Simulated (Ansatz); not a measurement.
PBE exchange is replaced step by step with exact exchange (0 % is PBE, 25 % PBE0; no dispersion term), basis def2-SVP, Ansatz. System: Nb3O14H13, a hydroxylated oxide cluster. Total charge 0; singlet. Geometry: r2SCAN-D4/def2-SVP.

Geometry of the singlet:

| atom | x (Å) | y (Å) | z (Å) |
| --- | --- | --- | --- |
| Nb1 | 1.918 | 0.444 | 1.416 |
| Nb2 | -1.282 | -1.550 | 0.027 |
| Nb3 | -1.039 | 1.461 | -1.207 |
| O4 | 0.705 | -1.283 | 0.690 |
| O5 | -0.648 | -3.119 | -0.904 |
| O6 | -0.399 | -0.561 | -1.724 |
| O7 | -1.806 | -2.349 | 1.636 |
| O8 | 0.290 | 0.887 | 2.270 |
| O9 | 0.905 | 1.386 | -0.278 |
| O10 | 2.550 | -0.712 | 2.798 |
| O11 | -2.956 | -1.515 | -0.990 |
| O12 | -1.318 | 3.188 | -0.515 |
| O13 | -2.688 | 0.982 | -1.946 |
| O14 | -1.472 | 0.318 | 0.376 |
| O15 | -0.071 | 1.930 | -2.801 |
| O16 | 2.821 | 2.061 | 1.855 |
| O17 | 3.140 | -0.133 | 0.066 |
| H18 | 1.218 | -2.104 | 0.726 |
| H19 | -0.282 | -3.088 | -1.798 |
| H20 | 0.557 | -0.586 | -1.569 |
| H21 | -1.758 | -2.634 | 2.552 |
| H22 | -0.580 | 0.807 | 1.816 |
| H23 | 1.554 | 1.772 | -0.887 |
| H24 | 2.087 | -0.874 | 3.629 |
| H25 | -3.212 | -2.262 | -1.549 |
| H26 | -0.864 | 3.886 | -0.030 |
| H27 | -3.081 | 0.095 | -1.743 |
| H28 | 0.060 | 1.295 | -3.517 |
| H29 | 2.477 | 2.764 | 2.420 |
| H30 | 3.175 | -0.506 | -0.820 |

In the def2 sets Nb takes a core potential; there is no spin–orbit coupling.

```tsv
exact exchange (%)	HOMO (eV)	LUMO (eV)	gap (eV)
0	-6.60	-2.58	4.02
10	-7.30	-2.33	4.97
15	-7.66	-2.20	5.46
25	-8.38	-1.94	6.44
35	-9.11	-1.67	7.44
50	-10.21	-1.24	8.98
```

Question: Fit a straight line to the column «gap (eV)» against the share of exact exchange and predict its value at 5 %.

Answer: With x = exact exchange (%) and y = gap (eV): mean x = 22.5, mean y = 6.218; Σ(x − x̄)(y − ȳ) = 162.5, Σ(x − x̄)² = 1638; slope b = 0.09921, intercept a = ȳ − b·x̄ = 3.986. The residuals of the fitted rows reach 0.03. At x = 5 the line gives 3.986 + (0.09921 × 5) = 4.48; the run gave 4.49, 0.01 more than the line.
